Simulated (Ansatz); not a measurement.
Relaxation of FGeH₆PSi (10 atoms, charge 0, multiplicity 1), to a largest force component of 0.015 eV/Å in at most 40 steps.

These are results of Ansatz 0.2.0, RKS PBE/def2-SVP, not measurements.

```xyz
10
Properties=species:S:1:pos:R:3
F -2.404 0.366 -0.257
Ge -0.766 0.273 -0.725
Si 0.204 -1.405 0.496
P 0.377 2.263 -0.304
H -0.653 -0.065 -2.252
H 0.136 -1.069 1.939
H 1.679 -1.512 0.133
H -0.407 -2.665 0.235
H 0.286 2.080 1.182
H 1.631 1.683 -0.443
```

Q: Where does it end, and by what steps?

A: The forces met the threshold. The force dipped under the threshold on the way, but the program's further checks kept it going. After 10 steps the energy has fallen by 0.355 eV; H10 moved furthest, 0.44 Å.

| step | energy less start (eV) | largest force component (eV/Å) | accepted |
| --- | --- | --- | --- |
| 0 | 0.0000 | 1.874 | yes |
| 1 | -0.2702 | 0.720 | yes |
| 2 | -0.3211 | 0.626 | yes |
| 3 | -0.3112 | 0.367 | no |
| 4 | -0.3478 | 0.047 | yes |
| 5 | -0.3516 | 0.043 | yes |
| 6 | -0.3521 | 0.203 | yes |
| 7 | -0.3547 | 0.030 | yes |
| 8 | -0.3548 | 0.046 | yes |
| 9 | -0.3552 | 0.008 | yes |
| 10 | -0.3552 | 0.011 | yes |

```xyz
10
Properties=species:S:1:pos:R:3
F -2.393 0.359 -0.335
Ge -0.662 0.287 -0.716
Si 0.220 -1.538 0.577
P 0.204 2.416 -0.234
H -0.582 0.068 -2.258
H 0.068 -1.218 2.038
H 1.683 -1.683 0.253
H -0.492 -2.824 0.262
H 0.529 2.070 1.128
H 1.507 2.013 -0.712
```

Whether the end is a true minimum wasn't checked by a vibrational analysis.

Time of the run: 17 s on 2 threads of Intel(R) Xeon(R) Platinum 8488C (Sapphire Rapids) (shared host), peak memory 0.18 GiB.
